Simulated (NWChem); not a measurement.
A series in which one site is exchanged, each optimised at PBE0/def2-SVP with NWChem, gas phase unless a solvent is named. All stand in one matching conformer (torsions within 35°), which need not be the lowest. This build's default masses of Se (78.918 u) and Br (79.917 u) are each other's, which moves their modes by up to 0.6 %. Some are not confirmed as minima by frequencies. def2 effective core potentials on I; no spin-orbit coupling.

A: [F][Mg][SeH] (MgHSeF; site = F)
B: [Cl][Mg][SeH] (MgHSeCl; site = Cl)
C: [SeH][Mg][I] (MgHSeI; site = I)
D: [MgH][SeH] (MgH2Se; site = H)

```csv
quantity,A,B,C,D
"orbital gap (eV), PBE0/def2-SVP",?,5.43,5.31,5.87
"vertical ionisation energy, ΔSCF, PBE0/def2-SVP (eV)",?,9.42,9.06,9.07
"static polarisability, PBE0/def2-SVPD (bohr³)",?,69.0,95.0,61.9
"lowest singlet excitation, PBE0/def2-SVPD, TDA (eV)",?,4.18,4.09,4.57
```

Question: Some entries are withheld; supply them.

Answer: 
- orbital gap (eV), PBE0/def2-SVP, A: 5.44
- vertical ionisation energy, ΔSCF, PBE0/def2-SVP (eV), A: 9.51
- static polarisability, PBE0/def2-SVPD (bohr³), A: 52.5
- lowest singlet excitation, PBE0/def2-SVPD, TDA (eV), A: 4.22
